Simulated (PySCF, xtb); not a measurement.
S-ethyl ethanethioate (C4H8OS), SMILES CCSC(C)=O.

xtb with GFN2-xTB at its own geometry gives an orbital gap of 3.66 eV and a dipole moment of 1.11 D.

Geometry optimised at B3LYP-D3(BJ)/def2-SVP. A frequency run showed that this geometry is not a minimum. One conformer was computed; it need not be the lowest.

Question: What does PBE0/def2-TZVP in PySCF give? (The exact figures need the calculation; the answer reports its results.)

Answer: gap 6.75 eV (levels -7.20 and -0.45 eV), dipole 1.32 D.
